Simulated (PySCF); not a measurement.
Orbital picture of ZnC

PBE at R = 1.989 Å; PySCF, no relativity, basis sets Zn def2-SVP, C def2-SVP. State: ³Σ⁻ (triplet), unpaired electrons π ↑↑. Only the outer orbitals are listed, counted within each symmetry.

```json
{"spin": "α", "orbital": "3π", "occ.": "1", "ε (eV)": "-11.18", "on Zn (%)": "99", "main shells (%)": "99 Zn d"}
{"spin": "α", "orbital": "3π", "occ.": "1", "ε (eV)": "-11.18", "on Zn (%)": "99", "main shells (%)": "99 Zn d"}
{"spin": "α", "orbital": "1δ", "occ.": "1", "ε (eV)": "-11.02", "on Zn (%)": "100", "main shells (%)": "100 Zn d"}
{"spin": "α", "orbital": "1δ", "occ.": "1", "ε (eV)": "-11.02", "on Zn (%)": "100", "main shells (%)": "100 Zn d"}
{"spin": "α", "orbital": "8σ", "occ.": "1", "ε (eV)": "-10.91", "on Zn (%)": "88", "main shells (%)": "83 Zn d, 11 C s"}
{"spin": "α", "orbital": "9σ", "occ.": "1", "ε (eV)": "-6.52", "on Zn (%)": "56", "main shells (%)": "56 Zn s, 35 C p, 9 C s"}
{"spin": "α", "orbital": "4π", "occ.": "1", "ε (eV)": "-4.88", "on Zn (%)": "9", "main shells (%)": "91 C p"}
{"spin": "α", "orbital": "4π", "occ.": "1", "ε (eV)": "-4.88", "on Zn (%)": "9", "main shells (%)": "91 C p"}
{"spin": "α", "orbital": "10σ", "occ.": "0", "ε (eV)": "-3.65", "on Zn (%)": "62", "main shells (%)": "39 C p, 37 Zn s, 23 Zn p"}
{"spin": "α", "orbital": "5π", "occ.": "0", "ε (eV)": "0.72", "on Zn (%)": "93", "main shells (%)": "92 Zn p"}
{"spin": "α", "orbital": "5π", "occ.": "0", "ε (eV)": "0.72", "on Zn (%)": "93", "main shells (%)": "92 Zn p"}
{"spin": "β", "orbital": "7σ", "occ.": "1", "ε (eV)": "-12.31", "on Zn (%)": "58", "main shells (%)": "52 Zn d, 37 C s"}
{"spin": "β", "orbital": "3π", "occ.": "1", "ε (eV)": "-11.14", "on Zn (%)": "99", "main shells (%)": "99 Zn d"}
{"spin": "β", "orbital": "3π", "occ.": "1", "ε (eV)": "-11.14", "on Zn (%)": "99", "main shells (%)": "99 Zn d"}
{"spin": "β", "orbital": "1δ", "occ.": "1", "ε (eV)": "-11.02", "on Zn (%)": "100", "main shells (%)": "100 Zn d"}
{"spin": "β", "orbital": "1δ", "occ.": "1", "ε (eV)": "-11.02", "on Zn (%)": "100", "main shells (%)": "100 Zn d"}
{"spin": "β", "orbital": "8σ", "occ.": "1", "ε (eV)": "-10.22", "on Zn (%)": "64", "main shells (%)": "46 Zn d, 36 C s, 13 Zn s"}
{"spin": "β", "orbital": "9σ", "occ.": "1", "ε (eV)": "-5.86", "on Zn (%)": "70", "main shells (%)": "66 Zn s, 15 C s, 15 C p"}
{"spin": "β", "orbital": "10σ", "occ.": "0", "ε (eV)": "-3.07", "on Zn (%)": "44", "main shells (%)": "54 C p, 27 Zn p, 16 Zn s"}
{"spin": "β", "orbital": "4π", "occ.": "0", "ε (eV)": "-2.36", "on Zn (%)": "25", "main shells (%)": "74 C p, 25 Zn p"}
{"spin": "β", "orbital": "4π", "occ.": "0", "ε (eV)": "-2.36", "on Zn (%)": "25", "main shells (%)": "74 C p, 25 Zn p"}
```

Question: Which are the highest filled and the lowest empty level, where do they sit, and how wide is the gap?

Answer: Highest filled α 4π at -4.88 eV (in %: 91 C p); lowest empty α 10σ at -3.65 eV (in %: 39 C p, 37 Zn s, 23 Zn p); the gap at PBE is 1.23 eV.

The bond order (Mayer) is 1.26. The ⟨S²⟩ is 2.081, the charge on Zn (Mulliken, basis-dependent) is 0.28 and the charge on Zn (Löwdin, basis-dependent) is 0.39. The dipole moment (positive dipole means Zn(−)C(+)) is -3.26 D, the polarisability along the bond is 63.0 bohr³ and the polarisability across the bond is 26.3 bohr³.

The state is the lowest determinant that a PBE0 search found; another state may lie lower at other levels.
